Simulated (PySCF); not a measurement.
Ge(I)(SiH3) (GeH3ISi), SMILES [SiH3][Ge][I] (connectivity only; charge and spin as stated), neutral, multiplicity 1.

The structure is a stationary point at PBE-D3(BJ)/def2-SVP. The structure was generated by enumeration; whether it is a known compound was not checked. The def2 effective core potentials stand for the cores of I; spin–orbit coupling is left out.

Method: TDDFT-PBE0/def2-SVPD run with PySCF.

Vertical excitations.  State labels are in the subgroup Cs.

Computed lowest excited states:
| state | symmetry | energy (eV) | λ (nm) | f | main pairs |
|---|---|---|---|---|---|
| S1 | A" | 1.77 | 699 | 0.001 | HOMO→LUMO 100 % |
| S2 | A" | 3.35 | 370 | 0.001 | HOMO−2→LUMO 100 % |
| S3 | A' | 3.72 | 334 | 0.031 | HOMO−1→LUMO 90 % |
| S4 | A" | 3.92 | 316 | 0.001 | HOMO−3→LUMO 99 % |
| S5 | A' | 4.05 | 306 | 0.030 | HOMO→LUMO+1 93 % |
| S6 | A" | 5.30 | 234 | 0.003 | HOMO−5→LUMO 99 % |
| S7 | A' | 5.35 | 232 | 0.003 | HOMO−4→LUMO 75 %, HOMO→LUMO+2 21 % |
| S8 | A" | 5.42 | 229 | 0.002 | HOMO−1→LUMO+1 99 % |
| S9 | A' | 5.57 | 223 | 0.042 | HOMO−2→LUMO+1 62 %, HOMO→LUMO+2 14 %, HOMO−4→LUMO 12 % |
| S10 | A' | 5.70 | 218 | 0.139 | HOMO→LUMO+2 46 %, HOMO−2→LUMO+1 23 %, HOMO→LUMO+3 14 %, HOMO−4→LUMO 10 % |
| T1 | A" | 1.10 | 1126 | 0 | HOMO→LUMO 96 % |
| T2 | A' | 2.90 | 428 | 0 | HOMO−1→LUMO 99 % |
| T3 | A" | 3.00 | 414 | 0 | HOMO−2→LUMO 90 % |
| T4 | A' | 3.44 | 361 | 0 | HOMO→LUMO+1 97 % |
Triplets are in the Tamm–Dancoff approximation, which puts them higher than full response would, so one can lie above its singlet here.
